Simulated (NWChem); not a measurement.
A series in which one site is exchanged, each optimised at PBE0/def2-SVP with NWChem, gas phase unless a solvent is named. This build's default masses of Se (78.918 u) and Br (79.917 u) are each other's, which moves their modes by up to 0.6 %. For some, no frequency run checked for a minimum. def2 effective core potentials on I; no spin-orbit coupling.

A: [Se](F)F (SeF₂; site = F)
B: I[Se]F (SeIF; site = I)
C: Br[Se]F (SeBrF; site = Br)
D: [Se](Cl)F (SeClF; site = Cl)

```
quantity                                                 A     B           C     D
----------------------------------------------------  ----  ----  ----------  ----
orbital gap (eV), PBE0/def2-SVP                       4.92  3.85  (withheld)  4.68
vertical ionisation energy, ΔSCF, PBE/def2-SVP (eV)   9.55  8.68  (withheld)  9.21
vertical ionisation energy, ΔSCF, PBE0/def2-SVP (eV)  9.95  9.07  (withheld)  9.60
```

Question: Complete the blanks.

Answer: 
- orbital gap (eV), PBE0/def2-SVP, C: 4.35
- vertical ionisation energy, ΔSCF, PBE/def2-SVP (eV), C: 9.01
- vertical ionisation energy, ΔSCF, PBE0/def2-SVP (eV), C: 9.40
